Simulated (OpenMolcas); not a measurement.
# How methods differ on SiH2O2F (SMILES O[Si](O)F)

The species is SiH2O2F (6 atoms), meant as a doublet with charge 0. As SMILES, `O[Si](O)F`. The coordinates come from a PBE0-D4/def2-TZVP relaxation. This is one conformer, not always the lowest.

```xyz
6

O    -0.8873    1.0320   -0.6263
Si    0.3829    0.0262   -0.4465
O     0.3463   -0.5607    1.0834
F     0.1594   -1.1339   -1.5163
H    -1.0516    1.6588    0.0811
H     1.0923   -1.0866    1.3785
```

Each level gives the energy change with the Si2–F4 bond stretched from 1.594 to 2.869 Å (eV). The values are calculated.

| level | kind | program | value (eV) | CPU time (all runs) |
| --- | --- | --- | --- | --- |
| UHF/aug-cc-pVDZ | Hartree–Fock | OpenMolcas | 3.59 | 48 s |
| USVWN5/aug-cc-pVDZ | LDA | OpenMolcas | 3.50 | 88 s |
| UBLYP/aug-cc-pVDZ | GGA | OpenMolcas | 2.88 | 2.7 min |
| U-r2SCAN/aug-cc-pVDZ | meta-GGA | OpenMolcas | 3.56 | 3.3 min |
| UM06-L/aug-cc-pVDZ | meta-GGA | OpenMolcas | 3.33 | 3.9 min |
| UTPSS/aug-cc-pVDZ | meta-GGA | OpenMolcas | 3.24 | 3.5 min |
| UB3LYP/aug-cc-pVDZ | global hybrid | OpenMolcas | 3.32 | 2.5 min |
| UM06-2X/aug-cc-pVDZ | hybrid meta-GGA | OpenMolcas | 3.96 | 3.5 min |

The first shape isn't each level's own minimum. The values span 2.88 to 3.96 eV. Spin contamination of the reference (⟨S²⟩ at least 0.1 too high) touches UHF/aug-cc-pVDZ. CPU times are rough (shared hosts, several kinds of processor and program).
